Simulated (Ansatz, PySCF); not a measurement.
C$_{3}$H$_{7}$InO (SMILES C=[CH][In]([CH3])[OH]), singlet, geometry from GFN2-xTB (such geometries of metal compounds can be far from the true shape) (all electrons, no relativity), with bond 5-2 at 2.4 times its length. Base run: CASSCF(6,6)/STO-3G (PySCF).

The PySCF input:
```python
from pyscf import gto, scf, mcscf
import numpy

mol = gto.M(
    atom='''
In    0.16031219    0.01237711    0.20286334
C     1.75212666   -0.14461263    1.75531925
H     1.87846004   -1.17533587    2.07741051
H     1.39050123    0.46902157    2.57592946
H     4.01698940    0.78480897    0.85210961
C    -0.23270216   -0.82068495   -1.83921095
C    -1.33304992   -0.54143501   -2.51113139
H     0.52165223   -1.47125158   -2.26320591
H    -1.53119570   -0.94075593   -3.50048851
H    -2.10236794    0.10717773   -2.10732200
O    -1.22803504    1.22115559    0.88717105
H    -2.00213408    1.43317039    0.37116107
''',
    basis='sto-3g',
    verbose=4,
)

mf = scf.RHF(mol)
mf.kernel()
mc = mcscf.CASSCF(mf, 6, 6)
mc.fix_spin_(ss=0.0)
mc.kernel()
occ = numpy.linalg.eigvalsh(mc.fcisolver.make_rdm1(mc.ci, mc.ncas, mc.nelecas))[::-1]
ss = mc.fcisolver.spin_square(mc.ci, mc.ncas, mc.nelecas)[0]
print('natural occupations', occ.round(4), ' <S^2>', round(ss, 4))
```

Programs used: Ansatz (an electronic-structure program), PySCF; a row that names a program was run with it.

The base run was repeated with changes; each row names its change, and settings that it needs were set with it.

| change | ΔE vs base (kcal/mol) | natural occupations | <S^2> of the state | outcome |
|---|---|---|---|---|
| base | 0.000 | 1.97 1.89 1.31 0.69 0.11 0.03 | 0.00 | converged |
| orbitals = fixed (CASCI); correction = SC-NEVPT2 | -105.4 | 2.00 2.00 1.32 0.68 0.00 0.00 | 0.00 | converged |
| code = ansatz | 0.010 | - | - | converged |
| active space = 6 electrons, 8 orbitals | 3.76 | 1.98 1.89 1.31 0.69 0.11 0.02 0.00 0.00 | 0.00 | converged |
| correction = SC-NEVPT2 | -110.9 | 1.97 1.89 1.31 0.69 0.11 0.03 | 0.00 | converged |
| start = MP2 natural orbitals | 1.57 | 1.96 1.89 1.32 0.68 0.11 0.04 | 0.00 | converged |
| fix_spin_ = off | 0.000 | 1.97 1.89 1.31 0.69 0.11 0.03 | 0.00 | converged |
| active space = 4 electrons, 3 orbitals | 37.58 | 2.00 1.31 0.69 | 0.00 | converged |
| active space = 10 electrons, 9 orbitals | -14.04 | 2.00 1.98 1.97 1.89 1.31 0.69 0.11 0.03 0.02 | 0.00 | converged |
| state_average = 2 states | 23.31 | - | - | converged |
| solver = newton | - | - | - | not converged |

Active orbitals are taken around the Fermi level unless the row says otherwise; CASSCF can end in different local minima, and two programs can end on different orbitals. State-averaged rows give the lowest state.
